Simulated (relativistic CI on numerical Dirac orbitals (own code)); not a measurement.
Computed by Dirac-Coulomb-Breit CI, orbitals from a KLI potential per configuration, a model potential for QED, unscaled Slater integrals (own radial code, finite nucleus).

The strongest absorption lines from the ground level of an ion, among the configurations computed and to levels below about 3230 eV (vacuum wavelength in nm, gf): 0.38533 (0.14), 0.38646 (0.049), 0.48834 (0.0083), 0.50299 (0.042), 0.51044 (0.43), 0.51446 (0.24), 6.7795 (0.14), 16.305 (0.0055).

Question: Which ion is it?
A. Zr³⁶⁺
B. Ga²⁷⁺
C. Tc³⁹⁺
D. Rb³³⁺

Answer: D. Rb³³⁺ has 4 electrons and the ground level 2s2 1S_0; the strongest line goes to 2s.3p 1P°_1. The pattern of lines fixes the number of electrons, and along that sequence the line energies rise steadily with the charge (about as its square where n changes within one kind of shell, about linearly where n is kept but much faster in heavy ions where fine structure, which grows about as Z⁴, sets the gap, and irregularly where shells cross), which fixes Z. Configurations outside the model, such as inner-shell arrays, can give stronger lines. At this charge energies of transitions that change n are usually good to better than 1 %, and those within a shell (Δn = 0) to a few per cent.

LS names give the leading component of a level, which can be under half, so a name can repeat, a term be missing and a line seem to break the LS rules.
